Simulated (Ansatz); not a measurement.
# What each rung costs, and what it gives

The pair of Ag⁺ (SMILES [Ag+], atom 1) and CH4S (SMILES CS, atoms 2–7), both closed shells, in one local arrangement (a lower one may exist), relaxed at PBE0-D4/def2-TZVP:

| atom | x (Å) | y (Å) | z (Å) |
| --- | --- | --- | --- |
| Ag1 | -0.1987 | -0.1446 | -2.5471 |
| C2 | -0.1747 | -0.2690 | 0.0950 |
| S3 | -0.2122 | 1.0913 | 1.2555 |
| H4 | 0.0779 | -1.2361 | 0.5300 |
| H5 | 0.6322 | -0.0689 | -0.6725 |
| H6 | -1.1909 | -0.3530 | -0.3140 |
| H7 | 1.0663 | 0.9802 | 1.6531 |

Interaction energies are counterpoise-corrected; the time is that of the whole pair.

Computed with Ansatz 0.2.0 (basis: as named in each row); correlated methods freeze the cores. Filled d shells of the heavier atoms are correlated. Core potentials replace the inner electrons of the atoms past krypton. B3LYP uses VWN-RPA correlation. Extrapolation: Hartree–Fock as exp(−7.88 √X), correlation as X^−2.97.

Times are rough, for one single point on 4 threads of a shared host (Arm Neoverse V2).

The estimate by CCSD(T) at an estimated basis limit (MP2 extrapolated from triple and quadruple zeta, plus CCSD(T) − MP2 in triple zeta) is -0.552 eV.

| method | basis | time (s) | interaction energy (eV) | method less estimate |
| --- | --- | --- | --- | --- |
| SPW92 | def2-SVP | under 1 | -1.331 | -0.779 |
| PBE-D4 | def2-SVP | under 1 | -0.949 | -0.397 |
| PBE0-D4 | def2-SVP | under 1 | -0.652 | -0.100 |
| revPBE-D4 | def2-TZVPPD | 2 | -0.812 | -0.261 |
| B3LYP-D4 | def2-TZVPPD | 2 | -0.713 | -0.161 |
| HSE06-D4 | def2-TZVPPD | 2 | -0.667 | -0.115 |
| PBE-D4 | def2-TZVPPD | 2 | -0.928 | -0.376 |
| PBE0-D4 | def2-TZVPPD | 2 | -0.662 | -0.110 |
| BLYP-D4 | def2-TZVPPD | 2 | -0.934 | -0.382 |
| CCSD(T) | def2-SVP | 3 | -0.358 | 0.194 |
| wB97M-V | def2-SVP | 3 | -0.540 | 0.012 |
| r2SCAN-D4 | def2-TZVPPD | 4 | -0.839 | -0.287 |
| B2PLYP | def2-TZVPPD | 4 | -0.542 | 0.010 |
| wB97X-V | def2-TZVPPD | 6 | -0.522 | 0.030 |
| wB97M-V | def2-TZVPPD | 7 | -0.540 | 0.012 |
| B97M-V | def2-TZVPPD | 8 | -0.753 | -0.201 |
| MP2 | def2-QZVPPD | 11 | -0.545 | 0.006 |
| CCSD(T) | def2-TZVPPD | 100 | -0.460 | 0.091 |

The T1 diagnostic stays at or below 0.012.
